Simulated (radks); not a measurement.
Fractional charge and spin in the 1s shell of boron: the spin-up occupation runs from 0 to 1 and the spin-down occupation from 0 to 1; the fullest corner is B2+, 2s(up 0.5, down 0.5) 1s(up 1, down 1). Calculated with a radial shooting solver on a logarithmic mesh with Libxc functionals: non-relativistic Kohn-Sham, r2SCAN, spin-polarised, spherical densities, point nucleus; meta-GGA in the generalised Kohn-Sham scheme. Energy (eV) minus the two flat planes that join the four corners (they meet along the diagonal where the two added fractions sum to one electron); zero is where a piecewise linear energy would lie.

\begin{tabular}{lrrrrr}
down \ up & 0 & 0.25 & 0.5 & 0.75 & 1 \\ \hline
0 & 0.000 & -4.027 & -6.078 & -4.854 & 0.000 \\
0.25 & -4.027 & -2.858 & 0.140 & 6.266 & -3.427 \\
0.5 & -6.078 & 0.140 & 8.097 & -0.251 & -5.206 \\
0.75 & -4.854 & 6.266 & -0.251 & -3.853 & -4.181 \\
1 & 0.000 & -3.427 & -5.206 & -4.181 & 0.000 \\
\end{tabular}

Corners above the fullest one (they belong to B3+ and the next ion): (up 1, down 0) 237.54 eV, (up 0, down 1) 237.54 eV, (up 0, down 0) 552.39 eV. With half an added electron in each spin the energy lies 8.097 eV from the planes, and with half an added electron in spin up alone -6.078 eV. The planes are only a guide here: the flat-plane condition holds for ground states with one frontier orbital, while this shell lies below other occupied shells, so the corners above the fullest one are inner-hole states and not the ground states of those ions.
